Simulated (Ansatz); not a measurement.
Reaction (ligand exchange at the Al–Cl bond): `C[NH][Al]([CH3])[Cl]` + H–F → `C[NH][Al]([CH3])[F]` + HCl

Isolated molecules relaxed with PBE0-D4/def2-TZVP in Ansatz; ΔE leaves out vibrations. CBS: MP2 limit from def2 TZ/QZ plus the TZ coupled-cluster correction, frozen cores. This one scheme is used for every species. Functionals use def2-TZVPP. B3LYP here is the variant with VWN-RPA as its local correlation; programs differ in this. Each species was taken in one conformer, which may not be the lowest.

```json
{"level": "B3LYP", "ΔE (kJ/mol)": "-26.6"}
{"level": "CCSD(T)/def2-TZVPP", "ΔE (kJ/mol)": "-19.3"}
```

Q: What does CCSD(T)/CBS give? (An estimate is asked.)

A: The calculation gave: -16.4 kJ/mol. The listed levels differ from it by -10.2, -2.9 kJ/mol.

Largest T1 diagnostic among the species: 0.011.

From PBE to PBE0 (25 % exact exchange), in def2-TZVPP and without D4, ΔE moves by +3.9 kJ/mol. The D4 term adds +5.0 kJ/mol with B3LYP and +2.8 kJ/mol with PBE0; it sums over pairs of atoms, weighted by their polarisabilities, and B3LYP, whose exchange is more repulsive, gets the larger term.
